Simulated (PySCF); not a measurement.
C4H11NSi, SMILES C(/[SiH3])(=N\CC)C.

Geometry optimised at r2SCAN-D4/def2-SVP. The structure was generated by enumeration; whether it is a known compound was not checked. One conformer was computed; it need not be the lowest.

Level of theory: M06-2X/def2-TZVP in PySCF.

Gas-phase values at a fixed geometry.

- total energy: -503.21655 hartree
- highest occupied level: -8.17 eV
- lowest empty level: 0.31 eV
- orbital gap: 8.49 eV
- dipole moment: 2.00 D
- quadrupole, principal values (traceless, Buckingham form, about the centre of nuclear charge): -0.94, -0.43, 1.38 D·Å
- mean static polarisability: 85.3 bohr³ (12.63 Å³)
- polarisability, principal values: 67.1, 81.5, 107.2 bohr³
